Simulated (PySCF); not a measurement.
Problem. What does the PBE0-D3(BJ)/def2-SVP structure of `O=C(O)c1ccccc1F` (2-fluorobenzoic acid) look like in three dimensions?

Solution. 
```xyz
15
C7H5FO2 angstrom
O      2.595   -1.368   -0.239
C      2.080   -0.298   -0.026
O      2.794    0.805    0.208
C      0.606   -0.094   -0.004
C     -0.189   -1.220   -0.264
C     -1.574   -1.145   -0.274
C     -2.196    0.079   -0.019
C     -1.432    1.211    0.244
C     -0.044    1.121    0.252
F      0.641    2.224    0.511
H      3.723    0.533    0.161
H      0.334   -2.159   -0.460
H     -2.171   -2.036   -0.479
H     -3.285    0.154   -0.024
H     -1.890    2.180    0.448
```

Any rigid rotation of these coordinates is as good. Atoms count from 1 in this order. The C–O distances run from 1.206 Å (O1=C2, drawn double) to 1.334 Å (C2–O3, drawn single), a spread of 0.128 Å. The 6-membered ring C4–C5–C6–C7–C8–C9 has internal angles of 117.9° to 121.6° (sum 720°, against 720° for a flat polygon); it is planar, 0.00 Å rms from its mean plane, widest ring torsion 0°. The 10 heavy atoms lie in one plane (0.008 Å rms). Of the pairs four or more bonds apart, O3···F10 is among the closest relative to their van der Waals radii: 2.60 Å, 87 % of the sum of Bondi's values.

Bonds between heavy atoms (Å): O1=C2 1.206, C2–O3 1.334, C2–C4 1.488, C4–C5 1.403, C5–C6 1.388, C6–C7 1.396, C7–C8 1.390, C8–C9 1.392, C9–F10 1.324, C4–C9 1.401.

Computed, not measured: PBE0-D3(BJ)/def2-SVP geometry optimisation, gas phase in PySCF 2.14.0.

Point group: Cs (every atom within 0.08 Å of its image). Whether it is a minimum is left open (no frequencies). One conformer, not necessarily the lowest (O1–C2–O3–H 0°, O1–C2–C4–C5 -1°).
